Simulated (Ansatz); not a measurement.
Ansatz (a program for electronic structure) input:

Ansatz 0.2 input:
```yaml
crystal:
  periodic: [false, false, false]
  atoms:
    - {symbol: B, position_ang: [0.77817726, -0.09474492, -0.01515003]}
    - {symbol: N, position_ang: [-0.52344474, 0.06373063, 0.01019074]}
    - {symbol: H, position_ang: [1.93787378, -0.23594071, -0.03772771]}
    - {symbol: H, position_ang: [-0.97808876, 0.97067254, 0.12878220]}
    - {symbol: H, position_ang: [-1.18655813, -0.70712167, -0.08663953]}
basis:
  gaussian:
    orbitals: def2-TZVP
hamiltonian:
  xc: b3lyp
  dispersion: d3bj
total_charge: 1
phonons: {temperatures: {t_min: 298.15, t_max: 298.15, t_step: 100}}
```

Problem. Predict the final energy.

Solution. -81.14852 Eh (B3LYP-D3(BJ)/def2-TZVP). The basis has 80 functions.
